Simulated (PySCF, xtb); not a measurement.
C₂H₁₀ClNSi₂, SMILES CN[Si@@H](Cl)C[SiH3].

GFN2-xTB (xtb) at its own geometry gives an orbital gap of 5.26 eV and a dipole moment of 2.21 D.

Geometry optimised at PBE-D3(BJ)/def2-SVP. The structure was generated by enumeration; whether it is a known compound was not checked. Other conformers were not sampled.

What does B3LYP/def2-TZVP (PySCF) give? (Estimate from the structure and the level; the computed values follow.)

gap 7.20 eV (levels -6.99 and 0.21 eV), dipole 1.49 D.
